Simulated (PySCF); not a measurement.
Members of one series of related molecules.

All values: PBE0/def2-SVPD (PySCF) at PBE0-D3(BJ)/def2-SVP geometries, gas phase, one conformer each. Core orbitals are frozen in the response; Δα² is half the sum of the squared differences of the principal polarisabilities. The calculation is non-relativistic, for bromine too.

Problem. Rank by HOMO energy, highest first.
A. `CC1=PC(Cl)=PC=P1`
B. `Cc1pcpc(C2CC2)p1`
C. `N#Cc1pcpc(Br)p1`
D. `c1pc(pc(p1)C=O)Br`

Solution. B (-6.85 eV), A (-7.28 eV), D (-7.62 eV), C (-7.80 eV).

Problem. Rank by mean static polarisability, highest first.
A. `Cc1pcpc(C2CC2)p1`
B. `N#Cc1pc(pcp1)Br`
C. `O=CC1=PC=PC(Br)=P1`
D. `Cc1pcpc(p1)Cl`

Solution. A (24.25 Å³), B (22.79 Å³), C (22.43 Å³), D (20.75 Å³).

All values together:

```csv
SMILES,formula,μ (D),HOMO (eV),LUMO (eV),α (Å³),Δα (Å³),electrons,α per electron (Å³),ΔSCF removal energy (eV)
O=Cc1pcpc(Br)p1,C4H2BrOP3,2.23,-7.62,-3.61,22.43,16.34,114,0.197,–
Cc1pcpc(C2CC2)p1,C7H9P3,1.01,-6.85,-2.35,24.25,15.52,96,0.253,8.35
Cc1pcpc(Cl)p1,C4H4ClP3,1.94,-7.28,-2.73,20.75,13.39,90,0.231,8.89
N#Cc1pcpc(Br)p1,C4HBrNP3,4.23,-7.80,-3.67,22.79,16.78,112,0.203,9.39
```

Conformers: `[O:1]=[CH:2][c:3]1[p:4][cH:5][p:6][c:7]([Br:8])[p:9]1` with O1–C2–C3–P4 -1°; `[CH3:1][c:2]1[p:3][cH:4][p:5][c:6]([CH:7]2[CH2:8][CH2:9]2)[p:10]1` with P5–C6–C7–C8 34°.

A dash marks a removal energy that wasn't run or isn't settled.
